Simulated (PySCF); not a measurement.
A structure optimised at B3LYP-D3(BJ)/def2-SVP, used in a PySCF frequency run:

```
N
C 1 1.4260
H 2 1.1039 1 110.37
H 2 1.1042 3 107.56 1 119.30
H 2 1.1051 3 109.00 4 117.45
Mo 1 1.7339 2 150.59 3 -126.50
O 6 1.6908 1 109.44 2 4.47
O 6 1.8906 7 111.34 1 -122.90
H 8 0.9666 6 125.02 7 135.80
S 6 2.3655 7 110.59 1 110.45
H 10 1.3576 6 94.59 7 51.82
```
Charge 0, spin multiplicity 1.

Problem. Write its SMILES and formula.

Solution. C[N]=[Mo](=[O])([OH])[SH], CH5MoNO2S

Problem. What are its rotational constants (standard atomic weights)?

Solution. 2.1681, 1.6170, 1.2615 GHz
